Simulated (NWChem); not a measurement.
System: C3H4F2; SMILES FC1(F)CC1

Computed with NWChem. Pople sets run with spherical d functions. Each level has its own optimisation; frequencies are unscaled. Brackets give each atom's bonded neighbours.

Task: Taking PBE/6-31+G* as the yardstick, which of these has the fewest basis functions while keeping “highest harmonic frequency (cm⁻¹)” within 10 cm⁻¹ of it: PBE/3-21G; PBE/6-31G*; PBE/STO-3G?

Result: PBE/6-31G*.
| level | basis functions | highest harmonic frequency (cm⁻¹) | relative time (rough) |
|---|---|---|---|
| PBE/STO-3G | 29 | 3478 | 1 |
| PBE/3-21G | 53 | 3226 | 2 |
| PBE/6-31G* | 78 | 3193 | 5 |
| PBE/6-31+G* | 98 | 3188 | 8 |

The yardstick is one finite set, not the basis-set limit.
